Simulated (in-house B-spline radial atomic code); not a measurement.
Configurations of Ca3+, with energies counted from [Ne] 3s2 (3p1/2)2 (3p3/2)3. All numbers are computed (Dirac-Hartree-Fock, average of each configuration as written; Fermi nucleus of rms radius 3.4776 fm) with a B-spline radial code for spherical atoms, not measured. Energies include first-order Breit, QED and recoil terms.

Occupations are held fixed; configurations that lie above the ionisation limit could autoionise.

```json
{"configuration": "[Ne] 3s1 (3p1/2)1 (3p3/2)4 (3d5/2)1", "E - E(ref) (eV)": "52.425", "highest orbital": "3d5/2", "its <r> (bohr)": "1.412"}
{"configuration": "[Ne] 3s2 (3p1/2)1 (3p3/2)3 (6g7/2)1", "E - E(ref) (eV)": "61.058", "highest orbital": "6g7/2", "its <r> (bohr)": "10.99"}
{"configuration": "[Ne] 3s2 (3p1/2)2 (3p3/2)2 (7g9/2)1", "E - E(ref) (eV)": "62.594", "highest orbital": "7g9/2", "its <r> (bohr)": "15.86"}
{"configuration": "[Ne] 3s1 (3p1/2)1 (3p3/2)4 (5d3/2)1", "E - E(ref) (eV)": "80.918", "highest orbital": "5d3/2", "its <r> (bohr)": "7.002"}
{"configuration": "[He] 2s2 (2p1/2)2 (2p3/2)3 3s2 3p6", "E - E(ref) (eV)": "324.27", "highest orbital": "3p3/2", "its <r> (bohr)": "1.156"}
```

Task: Order these further configurations by energy, lowest first.
A. [Ne] 3s1 (3p1/2)2 (3p3/2)3 (6g9/2)1
B. [He] 2s2 (2p1/2)2 (2p3/2)3 3s2 (3p1/2)1 (3p3/2)4 (5g7/2)1
C. [He] 2s2 (2p1/2)1 (2p3/2)4 3s2 (3p1/2)2 (3p3/2)3 (4f5/2)1
D. [Ne] 3s1 (3p1/2)2 (3p3/2)3 (5f7/2)1
E. [Ne] 3s2 (3p1/2)2 (3p3/2)2 (7d5/2)1

Result: E (61.966 eV), D (82.232 eV), A (85.022 eV), C (385.5 eV), B (387.48 eV).

Task: How far above the reference does [He] 2s2 (2p1/2)2 (2p3/2)3 3s2 (3p1/2)1 (3p3/2)4 (6d3/2)1 lie?

Result: 388.97 eV; its least bound orbital is 6d3/2 with <r> = 10.6 bohr.
